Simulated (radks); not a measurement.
Removal energies from the rhodium ion Rh12+, [Ar] 3d10 4s2 4p3, by Delta-SCF beside the eigenvalue of the level emptied. All-electron calculation, scalar-relativistic Kohn-Sham, BLYP, spin-polarised, spherical densities, finite nucleus; Fermi nuclear charge, rms radius of each element as measured or else 0.836 A^(1/3) + 0.57 fm. Program: a radial shooting solver on a logarithmic mesh with Libxc functionals. Open shells are filled with parallel spins first.

removed from,final configuration,Delta-SCF (eV),-eigenvalue (eV)
4p,[Ar] 3d10 4s2 4p2,281.62,269.90
4s,[Ar] 3d10 4s1 4p3,312.31,300.61
3d,[Ar] 3d9 4s2 4p3,576.15,549.95
3p,[Ne] 3s2 3p5 3d10 4s2 4p3,755.97,731.33
